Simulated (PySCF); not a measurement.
HO₄S, charge -1, singlet, at a GFN2-xTB geometry. Base run: CAMB3LYP/3-21G in PySCF.

Geometry (Å):
```xyz
6

O      1.3899    -0.2818    -0.5815
S     -0.1345     0.0240     0.0203
O      0.1212    -0.0144     1.4586
O     -0.9706    -1.0535    -0.4696
O     -0.4939     1.3354    -0.4838
H      1.7789    -0.2705     0.2862
```
Charge -1, spin multiplicity 1.
All else is at PySCF's defaults.
Base energy -695.73115 Eh.

Each row names what was changed in the base input (with any setting that the change needs).

```json
[
 {"change": "base", "ΔE vs base (mEh)": "0.000", "grid points": "85016", "electrons on the grid": "50.00000"},
 {"change": "grids.atom_grid = (50, 194)", "ΔE vs base (mEh)": "0.006", "grid points": "38688", "electrons on the grid": "49.99995"},
 {"change": "grids.radi_method = gauss_chebyshev", "ΔE vs base (mEh)": "0.000", "grid points": "83720", "electrons on the grid": "50.00000"},
 {"change": "grids.level = 4", "ΔE vs base (mEh)": "-0.001", "grid points": "157440", "electrons on the grid": "50.00000"},
 {"change": "grids.becke_scheme = stratmann", "ΔE vs base (mEh)": "-0.001", "grid points": "85016", "electrons on the grid": "50.00001"},
 {"change": "grids.level = 5", "ΔE vs base (mEh)": "-0.001", "grid points": "238504", "electrons on the grid": "50.00000"},
 {"change": "grids.level = 1", "ΔE vs base (mEh)": "-0.012", "grid points": "29512", "electrons on the grid": "49.99996"},
 {"change": "grids.radi_method = delley", "ΔE vs base (mEh)": "0.000", "grid points": "89816", "electrons on the grid": "50.00000"},
 {"change": "grids.level = 0", "ΔE vs base (mEh)": "72.194", "grid points": "6592", "electrons on the grid": "49.99285"},
 {"change": "grids.atom_grid = (30, 110)", "ΔE vs base (mEh)": "-0.208", "grid points": "14688", "electrons on the grid": "49.99975"},
 {"change": "grids.level = 2", "ΔE vs base (mEh)": "0.014", "grid points": "61952", "electrons on the grid": "49.99998"}
]
```
